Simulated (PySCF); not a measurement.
## Dipole response of I³⁺ (iodine, charge +3)

[Kr] 4d10 5s2 5p2, high-spin 3P determinant. Calculation: PySCF 2.14, in aug-cc-pVTZ-PP with one added diffuse shell each of d, f type with ECP28MDF (6s5p5d3f, 67 functions); a scalar-relativistic core potential. Coupled (time-dependent) response in atomic units; α is the mean over directions.

```
method  mean α (bohr³)         α xx, yy, zz  C₆ (like pair)  S(−4)
   UHF           10.56  10.95, 10.37, 10.37           57.05  26.97
   PBE           10.02  10.19, 9.929, 9.929           53.54  22.90
  PBE0           10.10  10.35, 9.982, 9.982           54.12  23.46
  TPSS           10.15  10.38, 10.04, 10.04           54.85  23.47
  PW91           9.990  10.15, 9.908, 9.908           53.33  22.81
```

S(−4) is the Cauchy moment in α(ω) = α(0) + S(−4) ω² + …

Spin-orbit coupling is absent.

α(iu) at PBE0:

| u (hartree) | α(iu) (bohr³) |
| --- | --- |
| 0 | 10.10 |
| 0.0500 | 10.05 |
| 0.100 | 9.876 |
| 0.200 | 9.254 |
| 0.300 | 8.390 |
| 0.500 | 6.519 |
| 0.750 | 4.639 |
| 1.00 | 3.389 |
| 1.50 | 2.031 |
| 2.00 | 1.373 |
| 3.00 | 0.7675 |
| 5.00 | 0.3451 |

A single London oscillator, α(iu) = α/(1 + u²/ω²), gives C₆ = (3/4) ω α². Matching the computed C₆ needs ω = 4 × 54.12 / (3 × 10.10²) = 0.707 hartree.

For an ion, C₆ is the dispersion term alone; charge-induced terms of lower order in 1/R come first.

The components differ because the open shell of this determinant is not spherical; for a pure term their mean is the scalar polarisability.

Energies and moments cover only the electrons outside the core potential.
